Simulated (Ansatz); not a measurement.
`CC(C)/C=C/C(C)C`, relaxed with RKS PBE0-D4/def2-TZVP in the Gaussian-basis code of Ansatz from a PBE-D4/def2-SVP geometry. The force threshold is 0.005 eV/Å; the program also tests the step.

Charge 0, multiplicity 1.

Start:

```xyz
24

C    -0.848    2.299    0.945
C    -0.729    0.979    1.710
C     0.278    1.092    2.871
C    -0.384   -0.210    0.844
C    -0.088   -0.208   -0.469
C     0.279   -1.426   -1.280
C    -0.703   -1.625   -2.447
C     1.727   -1.324   -1.790
H    -1.603    2.236    0.135
H    -1.147    3.122    1.624
H     0.121    2.584    0.483
H    -1.724    0.763    2.168
H    -0.013    1.896    3.578
H     0.347    0.145    3.444
H     1.293    1.324    2.486
H    -0.356   -1.181    1.379
H    -0.096    0.746   -1.030
H     0.210   -2.314   -0.612
H    -0.682   -0.753   -3.135
H    -1.744   -1.740   -2.083
H    -0.444   -2.526   -3.042
H     1.854   -0.437   -2.448
H     2.010   -2.220   -2.380
H     2.443   -1.222   -0.950
```

```csv
step,energy (eV),largest force (eV/Å),largest move (Å)
1,-8549.9584,0.504,0.000
2,-8550.0515,0.156,0.037
3,-8550.0587,0.039,0.013
4,-8550.0591,0.025,0.015
5,-8550.0593,0.024,0.013
6,-8550.0595,0.006,0.009
7,-8550.0596,0.009,0.013
8,-8550.0597,0.010,0.029
9,-8550.0597,0.005,0.010
10,-8550.0597,0.002,0.005
```

End:

```xyz
24

C    -0.787    2.286    0.925
C    -0.730    0.972    1.684
C     0.228    1.067    2.870
C    -0.372   -0.208    0.832
C    -0.075   -0.204   -0.461
C     0.294   -1.414   -1.262
C    -0.710   -1.641   -2.389
C     1.708   -1.279   -1.819
H    -1.505    2.247    0.102
H    -1.084    3.099    1.592
H     0.191    2.541    0.507
H    -1.731    0.776    2.094
H    -0.073    1.865    3.554
H     0.258    0.132    3.434
H     1.244    1.280    2.524
H    -0.345   -1.162    1.361
H    -0.091    0.734   -1.015
H     0.267   -2.283   -0.594
H    -0.726   -0.784   -3.070
H    -1.720   -1.776   -1.997
H    -0.447   -2.526   -2.975
H     1.783   -0.406   -2.476
H     1.985   -2.160   -2.404
H     2.439   -1.156   -1.016
```

It took 47 s on 5 threads of an AMD EPYC 7R13 on a shared host and a share of an NVIDIA H100 80 GB, with 0.97 GiB of host memory at the peak.
